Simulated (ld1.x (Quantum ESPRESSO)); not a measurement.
**Ge (Z = 32): one change to a TM potential, before and after**

| Quantity | Value |
| --- | --- |
| Element | Ge |
| Generator | ld1.x (Quantum ESPRESSO) 7.5 |
| Type | norm-conserving Troullier–Martins (Kleinman–Bylander form) |
| Functional | PBE |
| Relativity | scalar-relativistic |
| Frozen core | [Ar] 3d10 |
| Valence charge | 4 |
| Reference configuration | 4s2 4p0 (charge +2) |
| Partial waves | 4s (bound): rc 1.65 bohr; 4p (bound, empty): rc 1.85 bohr; 4d channel at 0.45 Ry: rc 1.85 bohr |
| Local potential | the d channel |
| Core correction | none |

Change: wave 4d channel at 0.45 Ry: rc 1.85 bohr becomes 4d channel at 2.27 Ry: rc 1.85 bohr.

Cutoffs: the cutoffs (Ry, on a coarse ladder) from which the occupation-weighted sum of valence levels, in a spherical-Bessel basis at the reference potential, stays within 10 and 1 mRy of its value at 400 Ry; they do not see the model core or the augmentation charge, which bear on the density cutoff. Errors are all-electron minus pseudo energies relative to the spin-unpolarised reference configuration.

How do hardness, ghosts and transferability respond?

The potential gets harder (18 Ry and 45 Ry → 30 Ry and 45 Ry); the bound ghosts move from p, s to p; the errors of the 7 common tests hardly move; the range in which the d phases agree widens (upper end 1.5 → at the end of the scan).

| quantity | base | changed |
| --- | --- | --- |
| cutoff, loose | 18 Ry | 30 Ry |
| cutoff, tight | 45 Ry | 45 Ry |
| bound ghosts | s, p | p |
| error for 4s2 4p2, meV [ΔE -22.88 eV] | +46 | +43 |
| error for 4s2 4p1, meV [ΔE -15.44 eV] | +22 | +21 |
| error for 4s1 4p0, meV [ΔE 34.79 eV] | +106 | +106 |
| error for 4s1 4p2, meV [ΔE -6.72 eV] | +58 | +57 |
| error for 4s1 4p3, meV [ΔE -14.91 eV] | +86 | +83 |
| error for 4s0 4p4, meV [ΔE -6.69 eV] | +151 | +148 |
| error for 4s2 4p1.5, meV [ΔE -20.08 eV] | +35 | +33 |
| s: phases at 2.00 bohr within 0.05 rad from the reference energy up to (Ry; the scan ends near 5) | 3.9 | 3.1 |
| p: phases at 2.00 bohr within 0.05 rad from the reference energy up to (Ry; the scan ends near 5) | 3.8 | 3.5 |
| d: phases at 2.00 bohr within 0.05 rad from the reference energy up to (Ry; the scan ends near 5) | 1.5 | to the end of the scan |

 A true bound ghost makes a file unfit for plane-wave use even where its test errors are small: the radial tests pick states by their node count and pass the ghost by.
